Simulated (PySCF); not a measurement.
This PySCF input asks for the NMR shieldings of `InChI=1S/C3H7BN2/c1-2-3-4(5)6/h5-6H2,1H3`; the geometry comes from GFN2-xTB.

```python
import basis_set_exchange as bse
import numpy as np
from pyscf import gto, dft
from pyscf.prop import nmr

atoms = """
C     2.854019    0.399691   -0.346126
C     1.419679    0.199369   -0.283041
C     0.227603    0.035246   -0.234450
B    -1.283154   -0.177374   -0.165737
N    -2.151236    0.920567   -0.306529
N    -1.792187   -1.472248    0.041131
H     3.203056    0.277312   -1.372055
H     3.364853   -0.326966    0.286560
H     3.110165    1.404005   -0.006892
H    -3.151956    0.843431   -0.270530
H    -1.826580    1.857910   -0.453857
H    -1.205725   -2.280142    0.136086
H    -2.772926   -1.680314    0.096463
"""
names = dict.fromkeys(["C", "B", "N", "H"], "pcSseg-1")
basis = {el: gto.basis.parse(bse.get_basis(n, elements=[el], fmt="nwchem")) for el, n in names.items()}
mol = gto.M(atom=atoms, basis=basis, charge=0, verbose=0)
mf = dft.RKS(mol, xc="PBE0")
mf.grids.level = 2
mf.grids.alignment = dft.numint.BLKSIZE   # the property module wants whole blocks of grid points
mf.conv_tol = 1e-9
mf.kernel()

calc = nmr.RKS(mf)   # GIAO
C = mf.mo_coeff
Co = C[:, mf.mo_occ > 0]
resp = mf.gen_response(singlet=True, hermi=2)
def vind(x):   # induced exchange potential for any number of trial vectors
    d = np.einsum("pi,xij,qj->xpq", C, 2 * x.reshape(-1, C.shape[1], Co.shape[1]), Co, optimize=True)
    return np.einsum("xpq,pi,qj->xij", resp(d - d.transpose(0, 2, 1)), C, Co, optimize=True).ravel()
mo1, _ = nmr.rhf.solve_mo1(calc, with_cphf=vind)
sigma = calc.kernel(mo1)
for i, s in enumerate(sigma):   # ppm
    w = np.linalg.eigvalsh((s + s.T) / 2)
    print("%2d %-2s iso %8.1f  s11 %8.1f  s22 %8.1f  s33 %8.1f" % (i, mol.atom_pure_symbol(i), w.mean(), *w))
```

Question: Give the expected output.

Answer: 
```
 0 C  iso    181.1  s11    173.2  s22    173.7  s33    196.3
 1 C  iso     84.2  s11     -4.3  s22     -0.2  s33    257.0
 2 C  iso     97.6  s11      4.4  s22     12.8  s33    275.7
 3 B  iso     82.5  s11     51.8  s22     81.5  s33    114.2
 4 N  iso    199.6  s11    145.3  s22    205.9  s33    247.7
 5 N  iso    199.4  s11    144.9  s22    205.6  s33    247.6
 6 H  iso     29.7  s11     24.8  s22     28.0  s33     36.3
 7 H  iso     29.7  s11     24.7  s22     28.1  s33     36.4
 8 H  iso     29.7  s11     24.7  s22     28.1  s33     36.4
 9 H  iso     29.7  s11     23.8  s22     26.9  s33     38.3
10 H  iso     29.3  s11     23.3  s22     27.2  s33     37.4
11 H  iso     29.3  s11     23.3  s22     27.2  s33     37.4
12 H  iso     29.7  s11     23.8  s22     26.9  s33     38.3
```

These numbers come from an equivalent density-fitted implementation of the same equations, which agrees with the script to about 0.01 ppm for H and up to a few tenths of a ppm for heavy atoms, so last digits may differ.

Size and cost of the density-fitted run: 137 basis functions, 8.3 s wall time on 1 thread of an AMD EPYC 9R14, shared host; peak memory 0.64 GiB.
